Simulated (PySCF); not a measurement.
Method: PySCF, PBE0, basis Ta def2-TZVP with ECP60, O def2-TZVP, Cl def2-TZVP (scalar-relativistic core potentials, no spin–orbit coupling, density fitting). Open shells, if any, are unrestricted.

**Question.** What spin state, shape and geometry does isolated TaOCl take (every ligand bound to Ta)?

**Answer.** Formally Ta is in oxidation state +3, d2, with 2 unpaired electrons (the high-spin count). The Mulliken spin on Ta is 2.14. The polar-tensor charge on Ta, 1.33, is far below the formal one. The lowest minimum found is a triplet of Cs symmetry with Ta–Cl 2.309 Å, Ta–O 1.702 Å; Cl–Ta–O 116.1°. Its harmonic wavenumbers are 158 (a'), 384 (a'), 1020 (a') cm⁻¹ and its dipole moment is 3.53 D.

Only a few start shapes were tried, so a lower isomer may exist. Other spin states or occupations of the open shell can lie lower. With an element this heavy the missing spin–orbit coupling can shift these numbers.
